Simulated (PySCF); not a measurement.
# Gallium: a sound run and one with changed settings

Sound run: Ga²⁺ [Ar] 3d10 4s1, Ga³⁺ [Ar] 3d10. All numbers are calculated (PySCF 2.14, the spin-free X2C one-electron Hamiltonian (Gaussian nucleus), in cc-pVDZ-DK (5s4p2d, 27 functions)). The sound run starts from symmetry-adapted Hartree-Fock orbitals and uses a fine grid where one is needed.

Changed run: radial step 0.3 in ln r (0.13 in the sound run). This setting is unsound on purpose.

```json
{"species": "Ga²⁺", "method": "UHF", "sound run (hartree)": "-1941.19076", "changed run (hartree)": "-1941.19076", "converged": "yes"}
{"species": "Ga²⁺", "method": "BP86", "sound run (hartree)": "-1943.04399", "changed run (hartree)": "-1943.04276", "converged": "yes"}
{"species": "Ga²⁺", "method": "M06-L", "sound run (hartree)": "-1942.69353", "changed run (hartree)": "-1942.67511", "converged": "yes"}
{"species": "Ga³⁺", "method": "UHF", "sound run (hartree)": "-1940.09939", "changed run (hartree)": "-1940.09939", "converged": "yes"}
{"species": "Ga³⁺", "method": "BP86", "sound run (hartree)": "-1941.88466", "changed run (hartree)": "-1941.88361", "converged": "yes"}
{"species": "Ga³⁺", "method": "M06-L", "sound run (hartree)": "-1941.56696", "changed run (hartree)": "-1941.54103", "converged": "yes"}
```

Ionisation energy of Ga²⁺:

```
method  sound run (eV)  changed run (eV)
   UHF          29.698            29.698
  BP86          31.547            31.542
 M06-L          30.656            30.860
```

A coarse radial grid mis-integrates the density and the exchange-correlation energy, with errors of either sign; Hartree-Fock needs no grid.

For comparison, NIST gives 30.726 eV between the lowest levels.
